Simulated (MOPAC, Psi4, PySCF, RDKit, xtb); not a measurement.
Two geometries of SMILES B/C=C\N, relaxed at B3LYP-D3(BJ)/def2-SVP with one dihedral held; other torsions can differ between them too.

Structure A

```
10

B     -1.5835    -0.3951     0.2548
C     -0.7176     0.7950    -0.1285
C     -0.4714     1.8896     0.6554
N     -1.1152     2.2318     1.8073
H     -2.7635    -0.2920     0.5315
H     -1.1748    -1.5194     0.0624
H      0.0671     0.6228    -0.8770
H      0.3346     2.5868     0.3932
H     -1.9549     1.7243     2.0669
H     -1.0393     3.1787     2.1543
```

Structure B

```
10

B     -1.5227    -0.3847     0.3195
C     -0.5797     0.7348    -0.0371
C     -0.9624     2.0446    -0.2373
N     -2.2095     2.5468    -0.1534
H     -2.7163    -0.1811     0.4540
H     -1.1353    -1.5181     0.4846
H      0.4938     0.5592    -0.1594
H     -0.2114     2.8033    -0.4951
H     -2.9836     1.9348     0.0787
H     -2.3963     3.5248    -0.3177
```

Question: Which is lower in energy at the level DF-MP2 (frozen core)/cc-pVTZ // B3LYP-D3(BJ)/def2-SVP run with Psi4, and by how much?

Answer: B is lower, by 8.44 kcal/mol (dihedral H5–B1–C2–C3: 60° in A, 0° in B).

E(B) − E(A) in kcal/mol at the other levels, on the same two geometries: B3LYP/def2-TZVP // B3LYP-D3(BJ)/def2-SVP (Psi4) -8.42; B3LYP-D3(BJ)/def2-TZVP // B3LYP-D3(BJ)/def2-SVP (Psi4) -8.50; PBE/def2-TZVP // B3LYP-D3(BJ)/def2-SVP (Psi4) -8.34; PBE-D3(BJ)/def2-TZVP // B3LYP-D3(BJ)/def2-SVP (Psi4) -8.39; M06-2X/def2-TZVP // B3LYP-D3(BJ)/def2-SVP (Psi4) -8.26; HF/cc-pVTZ // B3LYP-D3(BJ)/def2-SVP (Psi4) -8.38; UFF // B3LYP-D3(BJ)/def2-SVP (RDKit) -4.80; PM7, restricted, heats of formation // B3LYP-D3(BJ)/def2-SVP (MOPAC) -4.69; AM1, restricted, heats of formation // B3LYP-D3(BJ)/def2-SVP (MOPAC) -4.54; GFN1-xTB // B3LYP-D3(BJ)/def2-SVP (xtb) -5.80; restricted B3LYP/6-31G*, spherical d // B3LYP-D3(BJ)/def2-SVP (PySCF) -8.43; restricted LDA (SVWN5)/6-31G*, spherical d // B3LYP-D3(BJ)/def2-SVP (PySCF) -9.22; restricted MP2 (frozen core)/3-21G // B3LYP-D3(BJ)/def2-SVP (PySCF) -9.66; restricted Hartree-Fock/6-31G*, spherical d // B3LYP-D3(BJ)/def2-SVP (PySCF) -8.32.
